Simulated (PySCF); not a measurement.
Polarisability and C₆ of Hg (mercury, neutral)

[Xe] 4f14 5d9 6s2 6p1, one real determinant (an excited configuration). All numbers are calculated (PySCF 2.14, a scalar-relativistic core potential, in aug-cc-pVTZ-PP with one added diffuse shell each of s, p, d, f, g type with ECP60MDF (7s7p6d4f3g, 113 functions)). Coupled (time-dependent) response in atomic units; α is the mean over directions.

| method | mean α (bohr³) | α xx, yy, zz | C₆ (like pair) | S(−4) |
| --- | --- | --- | --- | --- |
| M06 | 83.39 | 60.01, 60.01, 130.2 | 849.1 | 7064 |

S(−4) is the Cauchy moment in α(ω) = α(0) + S(−4) ω² + …

Spin-orbit coupling is absent.

α(iu) at M06:

```tsv
u (hartree)	α(iu) (bohr³)
0	83.39
0.0500	70.62
0.100	53.31
0.200	33.08
0.300	23.07
0.500	13.70
0.750	8.778
1.00	6.331
1.50	3.901
2.00	2.692
3.00	1.514
5.00	0.6651
```

The components differ because the open shell of this determinant is not spherical; for a pure term their mean is the scalar polarisability.

⟨L²⟩ = 7.98 against 12 for a pure F term, so this real determinant mixes terms. Energies and moments cover only the electrons outside the core potential. Spin-orbit coupling, absent here, splits the open shell strongly.
